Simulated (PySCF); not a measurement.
**Assigning NMR signals**

Mapped SMILES: `[F:1][SiH2:2][c:3]1[cH:4][nH:5][cH:6][n:7]1`. Each H is labelled by its parent atom.

No solvent model, a single conformation, fast rotation and ring inversion assumed for equivalent nuclei, non-relativistic. PBE0/pcSseg-1 with gauge-including orbitals; GFN2-xTB structure; PySCF.

Shifts are taken against calculated references (same method and geometry level): 13C and 1H against TMS.

Q: Assign these signals to the numbered atoms. 13C{1H} NMR (computed): δ 139.1, 138.2, 129.8.

A: 
| δ (ppm) | atoms | environment | reason |
| --- | --- | --- | --- |
| 139.1 | C6 | aromatic CH between two ring heteroatoms | – |
| 138.2 | C3 | substituted aromatic carbon next to a ring nitrogen | – |
| 129.8 | C4 | aromatic CH next to a ring nitrogen | – |

C6 and C3 lie closer than the usual error of such a calculation, so a measured spectrum could show them in the other order.

Q: Assign these signals to the numbered atoms. 1H NMR (300 MHz, computed): δ 8.66 (br s, 1H), 7.58 (m, 1H), 7.45 (m, 1H), 5.66 (m, 2H).

A: 
8.66 → H(N5), hydrogen on a pyrrole-type ring nitrogen: exchangeable; this is the value without hydrogen bonding to other molecules
7.58 → H(C6), hydrogen on an aromatic CH between two ring heteroatoms: the ring current deshields protons in the ring plane
7.45 → H(C4), hydrogen on an aromatic CH next to a ring nitrogen: aromatic region
5.66 → H(Si2), hydrogen on a silicon bonded to C, F

OH/NH shifts are gas-phase values; hydrogen bonding in solution moves them, usually downfield. Splittings by 19F in the carbon and heteronuclear signals aren't shown, as no couplings were computed. Shifts are as computed. Against solution values, carbons near 30 ppm lie about +3 ppm off and those near 130 ppm about +5 ppm. Of 1211 compounds with measured shifts, 218 miss one by over three times the rms of a fit or turn the order of signals round; such compounds aren't used in these exercises. No couplings were computed; multiplicities are counted from neighbouring protons, with m where these are inequivalent, close in shift, in a saturated or five-membered ring or joined by F or P, and br s for small geminal =CH2 splittings.
